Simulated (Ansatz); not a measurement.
H2Ga (SMILES [GaH2+]), charge +1, singlet, geometry from GFN2-xTB (such geometries of metal compounds can be far from the true shape). Base run: B3LYP/def2-SVP in Ansatz (a first-principles code).

Ansatz was given this input:
Ansatz 0.2 input:
```yaml
crystal:
  periodic: [false, false, false]
  atoms:
    - {symbol: Ga, position_ang: [0.00000000, 0.00000000, 0.00000000]}
    - {symbol: H, position_ang: [-0.00000000, -0.00000000, -1.56355402]}
    - {symbol: H, position_ang: [0.00000000, 0.00000000, 1.56355402]}
basis:
  gaussian:
    orbitals: def2-SVP
hamiltonian:
  xc: b3lyp
total_charge: 1
```

The base run was repeated with changes; each row names its change, and settings that it needs were set with it.

```
change                                                          ΔE vs base (mEh)
--------------------------------------------------------------  ----------------
base                                                                       0.000
point_charge = charge:1.0 position_ang:1.7895, -4.1946, 0.1698             115.3
lower_state_search = light                                                 0.000
final_grid = 6, 12, 29                                                     0.000
forces = on                                                                0.000
lower_state_search = full                                                  0.000
point_charge = charge:0.5 position_ang:3.7242, 1.7493, 1.9739             57.648
accuracy = high                                                            0.000
fitting.mean_field = cc-pVTZ-JKFIT                                        -0.045
nuclear_model = gaussian                                                     ___
final_grid = 14, 28, 59                                                    0.000
```

Task: Fill in the missing entries.

Result: 
- nuclear_model = gaussian, ΔE vs base (mEh): 7.111
